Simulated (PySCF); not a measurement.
SMILES C(F)(CC#C)(F)F (B3LYP/def2-SVP optimised geometry):

```
10

C      1.782     0.724     0.000
C      0.572     0.724     0.000
C     -0.887     0.732     0.004
C     -1.515    -0.481    -0.671
F     -1.156    -1.625    -0.072
F     -1.170    -0.567    -1.962
F     -2.856    -0.392    -0.611
H      2.856     0.719    -0.004
H     -1.273     1.625    -0.516
H     -1.274     0.764     1.036
```

Method: B3LYP/def2-TZVP run with PySCF.

Question: What are the frontier orbital energies and the dipole moment?

Answer: HOMO-2 -11.16 eV, HOMO-1 -8.13 eV, HOMO -8.05 eV, LUMO 0.14 eV, LUMO+1 0.40 eV; dipole moment 1.96 D.

Meta-Löwdin charges at B3LYP/def2-TZVP: C1 -0.19, C2 -0.04, C3 -0.23, C4 0.80, F5 -0.27, F6 -0.27, F7 -0.28, H8 0.18, H9 0.15, H10 0.15.
